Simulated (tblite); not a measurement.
C₄H₄BF₃O.
Structure used (GFN2-xTB), in Å, numbered top down from 1:
```
atom  x, y, z in Å
C1     2.661    0.579    0.485
C2     1.468   -0.131    0.103
C3     0.469   -0.732   -0.215
B4    -0.779   -1.472   -0.601
O5    -2.000   -0.881   -0.798
C6    -2.352    0.376   -0.728
F7    -1.418    1.240   -0.301
F8    -3.397    0.536    0.099
F9    -2.751    0.838   -1.925
H10    3.512    0.216   -0.091
H11    2.534    1.647    0.310
H12    2.856    0.414    1.544
H13   -0.808   -2.630   -0.762
```

Computed with GFN2-xTB (tblite): harmonic, unscaled wavenumbers at the GFN2-xTB geometry, gas phase. Against measured fundamentals such values can be off by several per cent, at times by over 20. Modes of hydrogen on boron can be 10 to 20 % off. One conformer, not necessarily the lowest. The optimisation stopped once no atom felt more than 0.01 eV/Å.

Lowest wavenumbers of the output (negative numbers stand for imaginary wavenumbers):
```
mode    cm-1
  1     -28.4
  2      20.8
  3      66.0
  4     109.9
  5     191.8
  6     242.4
  7     283.8
  8     348.2
```

Is this structure a minimum?

Not by this Hessian. 1 mode is imaginary beyond 20i (28i cm⁻¹), so at this level the point lies at or near a first-order saddle. The curvature is small, so loose convergence or finite differences may be the whole cause.

Which atoms move in the imaginary mode?

28i: F7 (fluorine of a CF3 group) 29 %, F9 (fluorine of a CF3 group) 27 %, F8 (fluorine of a CF3 group) 24 %. These are shares of the mass-weighted motion.

What is the remedy?

Step along that mode in both directions, optimise again with tighter thresholds and repeat the frequencies. The zero-point energy of this point (48.0 kcal/mol) counts the 32 real modes alone, and thermal corrections from it aren't those of a minimum.
